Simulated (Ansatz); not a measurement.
Reactions of C$_{2}$H$_{6}$SSi, SMILES `C1CS[SiH2]1`.

Computed with Ansatz on PBE0-D4/def2-TZVP structures; ΔE is electronic, products minus reactants. CCSD(T)/CBS adds triple-zeta CCSD(T) − MP2 to the extrapolated MP2 energy (def2 sets, frozen cores). This one scheme is used for every species, atoms too. Functionals use def2-TZVPP. Open shells (•) are unrestricted, without spin–orbit coupling. Spin–orbit coupling would lower the free atoms: a little for C, S, Si. Each species was taken in one conformer, which may not be the lowest.

| reaction | CCSD(T)/CBS(def2) (kJ/mol) |
| --- | --- |
| `C1CS[SiH2]1` → `CC([SiH3])=S` | 107 |
| `C1CS[SiH2]1` → `CC[Si]S` | ? |
| `C1CS[SiH2]1` → 2 C• + 6 H• + S• + Si• | 3600 |
| `C1CS[SiH2]1` → `[SiH3]/C=C\S` | 111 |

Problem. Fill in the missing values. (An estimate is asked.)

Solution. The calculation gave: `C1CS[SiH2]1` → `CC[Si]S`: +49.6 kJ/mol.

Largest T1 diagnostic: 0.016, for `CC([SiH3])=S`.
